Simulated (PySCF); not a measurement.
# How the method changes the shape and vibrations of BF2H3Si

Calculated results; nothing here was measured. The program is PySCF 2.14.0, an open-source quantum chemistry code, run on an isolated molecule that a program drew, which may never have been made. The molecule is BF2H3Si (charge 0, singlet), drawn as the SMILES string `FB[SiH2]F`.

The geometry was optimised and harmonic frequencies were computed with HF and MP2, all in the cc-pV(D+d)Z basis, for the commonest isotopes, with a restricted reference for singlets and an unrestricted one otherwise, and a frozen core in MP2. Each result is a local minimum of its method.

Geometry at the HF minimum:
```xyz
7
BF2H3Si, angstrom
F    -3.0424    1.2817    1.6112
B    -2.3502    0.3364    0.9884
Si   -0.3099    0.3092    1.0564
F     0.2639    1.5557    1.9169
H    -2.9839   -0.4920    0.3911
H     0.2556    0.4056   -0.3057
H     0.1702   -0.9352    1.6931
```

Lengths of the bonds as drawn, in Å (atoms numbered as above):
```
bond,HF,MP2
F1-B2,1.327,1.341
B2-Si3,2.042,2.037
Si3-F4,1.620,1.639
B2-H5,1.202,1.210
Si3-H6,1.478,1.482
Si3-H7,1.478,1.482
```

Rotational constants, in GHz:
| constant | HF | MP2 |
|---|---|---|
| A | 11.46 | 11.29 |
| B | 3.33 | 3.285 |
| C | 2.659 | 2.622 |

Harmonic frequencies in cm^-1, each column in rising order, so a row needn't be the same motion in every method:
```
rank,HF,MP2
1,68,77
2,130,119
3,403,?
4,455,426
5,600,583
6,788,752
7,875,839
8,895,859
9,986,949
10,1024,972
11,1162,1118
12,1351,1313
13,2326,2283
14,2331,2286
15,2706,2644
```

**Estimate the missing MP2 frequency from the HF column.**

A single factor s that minimises the squared misfit of MP2 against s times HF over the other rows is sum(HF x MP2) / sum(HF^2) = 0.9739, with an rms misfit of 14 cm^-1. For rank 3 it gives 0.9739 x 403 = 392 cm^-1. The calculation gives 388 cm^-1, 4 cm^-1 below the estimate. The drawn bonds are on average 0.5 % longer in MP2 than in HF.
